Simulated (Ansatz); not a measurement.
`FC[SiH2]F` + `OBS` → `F[SiH2]OBS` + `CF`  (ligand exchange at the Si–C bond)

Calculated with Ansatz (gas phase, PBE0-D4/def2-TZVP geometries, no zero-point term in ΔE). CBS: MP2 limit from def2 TZ/QZ plus the TZ coupled-cluster correction, frozen cores. This one scheme is used for every species. Functionals use def2-TZVPP. B3LYP here is the variant with VWN-RPA as its local correlation; programs differ in this. Each species was taken in one conformer, which may not be the lowest.

CCSD(T)/CBS gives -1.35 eV.

Task: Another level gave -1.21 eV. Which?
A. B3LYP-D4/def2-TZVPP
B. HF/def2-TZVPP
C. r2SCAN/def2-TZVPP
D. PBE0/def2-TZVPP

Result: D. PBE0 -1.21, B3LYP-D4 -1.35, HF/def2-TZVPP -1.51, r2SCAN -1.28 eV.

Largest T1 diagnostic among the species: 0.013.

The D4 term adds −0.05 eV with B3LYP and −0.03 eV with PBE0; it sums over pairs of atoms, weighted by their polarisabilities, and B3LYP, whose exchange is more repulsive, gets the larger term. In def2-TZVPP, CCSD(T) changes the Hartree–Fock value by +0.17 eV (the triples alone add +0.02 eV) and MP2 by +0.13 eV. From PBE to PBE0 (25 % exact exchange), in def2-TZVPP and without D4, ΔE moves by −0.08 eV.
